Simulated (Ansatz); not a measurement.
Ansatz (a quantum-chemistry and plane-wave program) input:

Ansatz 0.2 input:
```yaml
crystal:
  periodic: [false, false, false]
  atoms:
    - {symbol: Cu, position_ang: [-0.00000000, -0.00000000, -0.80506115]}
    - {symbol: Cl, position_ang: [0.00000000, 0.00000000, 1.37333961]}
basis:
  gaussian:
    orbitals: def2-TZVP
hamiltonian:
  xc: b3lyp
  dispersion: d3bj
magnetization: {spin_polarized: true, initial_magnetization: 2}
phonons: {temperatures: {t_min: 298.15, t_max: 298.15, t_step: 100}}
```

Task: Which total energy does the run end on?

Result: -2100.74937 Eh (B3LYP-D3(BJ)/def2-TZVP). The basis has 82 functions.

The spin state was set by rule; other spins were not relaxed.
